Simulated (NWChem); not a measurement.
Program: NWChem. System: H2GeOS, charge 0, spin multiplicity 1, at a geometry optimised with B3LYP/def2-SVP. The structure started from a generated list of species. Level: B3LYP/cc-pVQZ, VWN1-RPA local correlation.

Input file:

```
start mol
memory heap 200 mb stack 900 mb global 1100 mb
geometry units angstroms nocenter noautoz
  Ge    -0.632668    -0.296578     0.000000
  O      0.492965    -1.691367     0.000000
  H      1.444385    -1.510062     0.000000
  S      0.928608     1.385117     0.000000
  H     -0.000464     2.369607     0.000000
  symmetry group Cs
end
basis spherical
  * library cc-pvqz
end
dft
  xc b3lyp
  semidirect memsize 60000000 filesize 0
  iterations 100
end
task dft energy
```

NWChem printed:

```
             Northwest Computational Chemistry Package (NWChem) 7.3.0
             --------------------------------------------------------

                                NWChem Input Module
                                -------------------

 Scaling coordinates for geometry "geometry" by  1.889725989
 (inverse scale =  0.529177249)

 Turning off AUTOSYM since
 SYMMETRY directive was detected!

                             Geometry "geometry" -> ""
                             -------------------------

 Output coordinates in angstroms (scale by  1.889725989 to convert to a.u.)

  No.       Tag          Charge          X              Y              Z
 ---- ---------------- ---------- -------------- -------------- --------------
    1 Ge                  32.0000    -0.63266800    -0.29657800     0.00000000
    2 O                    8.0000     0.49296500    -1.69136700     0.00000000
    3 H                    1.0000     1.44438500    -1.51006200     0.00000000
    4 S                   16.0000     0.92860800     1.38511700     0.00000000
    5 H                    1.0000    -0.00046400     2.36960700     0.00000000

 Effective nuclear repulsion energy (a.u.)     243.3397992628

            Nuclear Dipole moment (a.u.)
            ----------------------------
        X                 Y               Z
 ---------------- ---------------- ----------------
    -0.0000132281    -0.0000283459     0.0000000000

      Symmetry information
      --------------------

 Group name             Cs
 Group number              2
 Group order               2
 No. of unique centers     5

      Symmetry unique atoms

     1    2    3    4    5


 Summary of "ao basis" -> "" (spherical)
 ------------------------------------------------------------------------------
       Tag                 Description            Shells   Functions and Types
 ---------------- ------------------------------  ------  ---------------------
 *                          cc-pvqz                   on all atoms

                                 NWChem DFT Module
                                 -----------------

 Summary of "ao basis" -> "ao basis" (spherical)
 ------------------------------------------------------------------------------
       Tag                 Description            Shells   Functions and Types
 ---------------- ------------------------------  ------  ---------------------
 Ge                         cc-pvqz                 20       68   7s6p4d2f1g
 O                          cc-pvqz                 15       55   5s4p3d2f1g
 H                          cc-pvqz                 10       30   4s3p2d1f
 S                          cc-pvqz                 17       59   6s5p3d2f1g

 Summary of "ao basis" -> "ao basis" (spherical)
 ------------------------------------------------------------------------------
       Tag                 Description            Shells   Functions and Types
 ---------------- ------------------------------  ------  ---------------------
 Ge                         cc-pvqz                 20       68   7s6p4d2f1g
 O                          cc-pvqz                 15       55   5s4p3d2f1g
 H                          cc-pvqz                 10       30   4s3p2d1f
 S                          cc-pvqz                 17       59   6s5p3d2f1g

      Symmetry analysis of basis
      --------------------------

        a'        157
        a"         85

            General Information
            -------------------
          SCF calculation type: DFT
[...]
 d= 0,ls=0.0,diis     6  -2551.8463295831 -3.21D-03  3.17D-04  9.59D-03   281.6
 d= 0,ls=0.0,diis     7  -2551.8476639508 -1.33D-03  1.65D-04  6.13D-04   321.6
 d= 0,ls=0.0,diis     8  -2551.8476126471  5.13D-05  9.67D-05  9.82D-04   364.2
 d= 0,ls=0.0,diis     9  -2551.8477286308 -1.16D-04  1.29D-05  2.86D-05   406.3
 d= 0,ls=0.0,diis    10  -2551.8477324455 -3.81D-06  2.37D-06  1.18D-06   453.7
 d= 0,ls=0.0,diis    11  -2551.8477325399 -9.44D-08  1.07D-06  2.15D-07   501.8

         Total DFT energy =    -2551.847732539917
      One electron energy =    -4034.970885391165
           Coulomb energy =     1353.899816557456
    Exchange-Corr. energy =     -114.116462968989
 Nuclear repulsion energy =      243.339799262781

 Numeric. integr. density =       58.000007255279

     Total iterative time =    474.8s

                  Occupations of the irreducible representations
                  ----------------------------------------------

                     irrep           alpha         beta
                     --------     --------     --------
                     a'               22.0         22.0
                     a"                7.0          7.0

                       DFT Final Molecular Orbital Analysis
                       ------------------------------------

 Vector   27  Occ=2.000000D+00  E=-3.422218D-01  Symmetry=a'
              MO Center=  2.9D-01, -9.5D-01,  1.4D-14, r^2= 2.8D+00
   Bfn.  Coefficient  Atom+Function         Bfn.  Coefficient  Atom+Function
  ----- ------------  ---------------      ----- ------------  ---------------
    81      0.334539  2 O  py                78      0.270535  2 O  py
    84      0.243721  2 O  py                 6     -0.177709  1 Ge s
    75      0.154572  2 O  py               170      0.141983  4 S  py
    15     -0.140443  1 Ge py                18     -0.137663  1 Ge py
   167      0.107140  4 S  py                14      0.105571  1 Ge px

 Vector   28  Occ=2.000000D+00  E=-2.749169D-01  Symmetry=a"
              MO Center=  7.7D-01,  1.1D+00, -1.9D-14, r^2= 2.2D+00
   Bfn.  Coefficient  Atom+Function         Bfn.  Coefficient  Atom+Function
  ----- ------------  ---------------      ----- ------------  ---------------
   171      0.438619  4 S  pz               168      0.317265  4 S  pz
   165      0.269213  4 S  pz               174      0.269379  4 S  pz
    82     -0.107024  2 O  pz                79     -0.087832  2 O  pz
    85     -0.084436  2 O  pz                22      0.080638  1 Ge pz
    19      0.067440  1 Ge pz                16      0.058284  1 Ge pz

 Vector   29  Occ=2.000000D+00  E=-2.659710D-01  Symmetry=a'
              MO Center= -1.8D-01,  3.6D-01,  2.4D-14, r^2= 3.8D+00
   Bfn.  Coefficient  Atom+Function         Bfn.  Coefficient  Atom+Function
  ----- ------------  ---------------      ----- ------------  ---------------
     6      0.268035  1 Ge s                  7      0.269170  1 Ge s
   169      0.269327  4 S  px                20     -0.236836  1 Ge px
     4      0.226930  1 Ge s                  5      0.211261  1 Ge s
    17     -0.211960  1 Ge px               170      0.207188  4 S  py
   166      0.194257  4 S  px               172      0.176849  4 S  px

 Vector   30  Occ=0.000000D+00  E=-8.546835D-02  Symmetry=a"
              MO Center= -5.4D-01, -1.6D-01,  2.8D-15, r^2= 3.5D+00
   Bfn.  Coefficient  Atom+Function         Bfn.  Coefficient  Atom+Function
  ----- ------------  ---------------      ----- ------------  ---------------
    22      0.481116  1 Ge pz                25      0.365271  1 Ge pz
    16      0.358672  1 Ge pz                19      0.318330  1 Ge pz
   174     -0.207176  4 S  pz               171     -0.153203  4 S  pz
    85     -0.147450  2 O  pz                13      0.138243  1 Ge pz
   168     -0.129965  4 S  pz                82     -0.125239  2 O  pz

 Vector   31  Occ=0.000000D+00  E=-2.017964D-02  Symmetry=a'
              MO Center=  9.7D-02, -3.5D-01,  1.5D-14, r^2= 5.9D+00
   Bfn.  Coefficient  Atom+Function         Bfn.  Coefficient  Atom+Function
  ----- ------------  ---------------      ----- ------------  ---------------
   127     -0.596980  3 H  s                216     -0.577843  5 H  s
    24      0.554978  1 Ge py               173      0.471114  4 S  py
     6      0.382612  1 Ge s                  7      0.297884  1 Ge s
    20      0.272714  1 Ge px               215     -0.246678  5 H  s
    18      0.243702  1 Ge py                83      0.223036  2 O  px

 Vector   32  Occ=0.000000D+00  E=-1.693188D-03  Symmetry=a'
              MO Center=  1.2D-01,  1.4D+00, -1.6D-15, r^2= 6.3D+00
   Bfn.  Coefficient  Atom+Function         Bfn.  Coefficient  Atom+Function
  ----- ------------  ---------------      ----- ------------  ---------------
   159      1.919182  4 S  s                216     -1.246378  5 H  s
   172     -0.847674  4 S  px                 7     -0.628531  1 Ge s
   215     -0.625315  5 H  s                 24     -0.571835  1 Ge py
   169     -0.468273  4 S  px                20     -0.342710  1 Ge px
    73      0.342977  2 O  s                127     -0.341459  3 H  s

 center of mass
 --------------
 x =  -0.11802120 y =  -0.05834516 z =   0.00000000

 moments of inertia (a.u.)
 ------------------
         433.663031886633        -140.054663607919           0.000000000000
        -140.054663607919         223.780144935666           0.000000000000
           0.000000000000           0.000000000000         657.443176822299

     Multipole analysis of the density
     ---------------------------------

     L   x y z        total         alpha         beta         nuclear
     -   - - -        -----         -----         ----         -------
     0   0 0 0     -0.000000    -29.000000    -29.000000     58.000000

     1   1 0 0     -0.215774     -0.107880     -0.107880     -0.000013
     1   0 1 0      0.255483      0.127756      0.127756     -0.000028
     1   0 0 1     -0.000000     -0.000000     -0.000000      0.000000

     2   2 0 0    -26.463495    -67.933258    -67.933258    109.403022
     2   1 1 0     -2.526489    -32.923473    -32.923473     63.320457
     2   1 0 1     -0.000000     -0.000000     -0.000000      0.000000
     2   0 2 0    -28.943089   -129.267980   -129.267980    229.592871
     2   0 1 1      0.000000      0.000000      0.000000      0.000000
     2   0 0 2    -27.346454    -13.673227    -13.673227      0.000000

 Task  times  cpu:      502.0s     wall:      502.0s

 Total times  cpu:      502.0s     wall:      502.0s
```
